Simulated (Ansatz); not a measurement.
Consider the formal exchange of groups at a C–C bond: `CN/C(=C\C(=O)OC)OC` + `C=NC` → `C/N=C\C=C(\NC)OC` + `COC=O`.

Isolated molecules relaxed with PBE0-D4/def2-TZVP in Ansatz; ΔE leaves out vibrations. CBS: MP2 limit from def2 TZ/QZ plus the TZ coupled-cluster correction, frozen cores. Double bonds are as drawn, so ΔE can hold a change between cis and trans. Functionals use def2-TZVPP. HSE06 is defined as in plane-wave codes. Each species was taken in one conformer, which may not be the lowest.

`CN/C(=C\C(=O)OC)OC`:

Z-matrix (Å, degrees):
```
C
N 1 1.438
H 1 1.089 2 108.1
H 1 1.093 2 111.9 3 -119.2
H 1 1.094 2 112.0 3 119.3
C 2 1.342 1 124.1 3 179.5
H 2 1.006 1 120.9 3 -2.5
O 6 1.339 2 110.9 1 -1.3
C 6 1.371 2 126.0 1 178.8
C 8 1.412 6 118.9 2 -179.9
C 9 1.434 6 127.3 2 -0.3
H 9 1.077 6 119.1 2 179.7
H 10 1.093 8 111.1 6 61.3
H 10 1.088 8 105.7 6 -179.9
H 10 1.093 8 111.1 6 -61.0
O 11 1.210 9 125.2 6 180.0
O 11 1.372 9 114.3 6 -0.0
C 17 1.419 11 114.8 9 -179.9
H 18 1.089 17 106.0 11 -180.0
H 18 1.091 17 110.8 11 -60.3
H 18 1.091 17 110.8 11 60.3
```

`C=NC`:

Z-matrix (Å, degrees):
```
C
N 1 1.439
H 1 1.093 2 109.0
H 1 1.093 2 109.1 3 116.1
H 1 1.100 2 113.7 3 -121.9
C 2 1.257 1 117.9 3 121.5
H 6 1.090 2 119.4 1 -179.9
H 6 1.100 2 123.2 1 0.1
```

`C/N=C\C=C(\NC)OC`:

Z-matrix (Å, degrees):
```
C
N 1 1.444
H 1 1.098 2 112.2
H 1 1.098 2 112.3 3 121.2
H 1 1.091 2 109.3 3 -119.4
C 2 1.275 1 118.3 3 -61.3
C 6 1.443 2 128.1 1 0.1
H 6 1.091 2 116.3 1 -179.6
C 7 1.351 6 122.8 2 -179.9
H 7 1.083 6 119.6 2 0.5
N 9 1.374 7 124.3 6 -170.3
O 9 1.352 7 120.8 6 9.0
C 11 1.450 9 120.1 7 -135.5
H 11 1.008 9 112.3 7 2.5
C 12 1.421 9 115.6 7 -118.2
H 13 1.090 11 109.1 9 -168.5
H 13 1.097 11 112.7 9 70.3
H 13 1.089 11 110.0 9 -50.1
H 15 1.094 12 110.1 9 64.4
H 15 1.093 12 112.0 9 -57.2
H 15 1.089 12 106.2 9 -177.0
```

`COC=O`:

Cartesian coordinates in Å:
```
C 0.564 0.771 -0.377
O -0.612 0.391 0.338
C -0.773 -0.918 0.509
O -0.030 -1.771 0.120
H 0.557 0.341 -1.379
H 0.542 1.857 -0.427
H 1.456 0.429 0.148
H -1.703 -1.099 1.067
```

| level | ΔE (kJ/mol) | difference from CCSD(T)/CBS |
| --- | --- | --- |
| LDA (SPW92) | 52.7 | 14.1 |
| B97M-V | 44.1 | 5.5 |
| PBE0-D4 | 43.8 | 5.2 |
| HSE06-D4 | 43.4 | 4.8 |
| ωB97X-V | 45.1 | 6.5 |
| PBE0 | 43.8 | 5.2 |
| r2SCAN0 | 45.7 | 7.1 |
| BHLYP | 46.6 | 8.0 |
| LC-ωPBE | 47.2 | 8.6 |
| HF/def2-SVP | 53.4 | 14.8 |
| CCSD(T)/CBS | 38.6 | 0 |

Largest T1 diagnostic among the species: 0.015.

From BLYP to BHLYP (50 % exact exchange), in def2-TZVPP and without D4, ΔE moves by +7.1 kJ/mol. Leaving LDA and LC-ωPBE aside and taking each functional with its dispersion term where it has one, the values, not all of them listed here, spread over 11.9 kJ/mol, from revPBE-D4 to CAM-B3LYP-D4. LDA lies +12.3 kJ/mol from PBE without D4. In def2-TZVPP, CCSD(T) changes the Hartree–Fock value by −6.7 kJ/mol (the triples alone add −1.3 kJ/mol) and MP2 by −7.9 kJ/mol.

CCSD(T)/CBS has its own doubt, a few kJ/mol and more with outer-core shells, so smaller differences from it don't rank the levels.
